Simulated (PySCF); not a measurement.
# L and K shells in `O=C[SiH2][SiH3]`

Compound: CH6OSi2.
Bonds: O1–C2 (double), C2–Si3, Si3–Si4. Hydrogens: H5 on C2; H6, H7 on Si3; H8, H9, H10 on Si4.

The calculation used delta-SCF UKS SCAN, pcX-2 on the ionised atom, pcseg-1 elsewhere, spin-free X2C (PySCF). Each binding energy is the total energy of the core-ionised species, with the hole localised on one atom, minus that of the ground state; both are solved self-consistently, so orbital relaxation is included. Spin–orbit and ligand-field terms were added within each 2p shell after the spin-free SCF. The splitting includes the ligand field, and 2p3/2 is the mean of two sublevels.

**Question.** Give the 2p3/2 and 2p1/2 binding energies and the splitting.

**Answer.** 
| atom | environment | 2p3/2 (eV) | 2p1/2 (eV) | splitting (eV) | mean of the shell (eV) |
| --- | --- | --- | --- | --- | --- |
| Si3 | SiH2 silicon | 106.73 | 107.35 | 0.62 | 106.93 |
| Si4 | SiH3 silicon | 106.71 | 107.34 | 0.63 | 106.92 |

**Question.** What are the 1s binding energies of the same atoms?

**Answer.** Si3 1846.41 eV; Si4 1846.41 eV.

**Question.** Which Kα1 and Kα2 emission energies and wavelengths follow?

**Answer.** The photon carries the difference of the 1s-hole and 2p-hole states, both at the ground state's geometry; λ = 12398.42 eV Å/E.

```tsv
atom	Kα1 (eV)	Kα2 (eV)	λ(Kα1) (Å)	λ(Kα2) (Å)
Si3	1739.68	1739.06	7.1268	7.1294
Si4	1739.70	1739.07	7.1268	7.1293
```

Over the 2 silicon sites the 1s value ranges over 0.00 eV, 2p3/2 over 0.02 eV and Kα1, their difference, over 0.02 eV.

**Question.** And the 1s levels of the other atoms?

**Answer.** C2 (carbonyl carbon) 293.25 eV; O1 (carbonyl oxygen) 538.40 eV.

The unrestricted hole states depart most from a pure doublet (⟨S²⟩ = 0.75; over 0.85 named) for C 1s of C2 (0.89), which makes this value less certain. Geometry: PBE0-D3(BJ)/def2-SVP, one conformer, isolated molecule.

The values belong to the conformer `[O:1]=[CH:2][SiH2:3][SiH3:4]`: O1–C2–Si3–Si4 -3°.
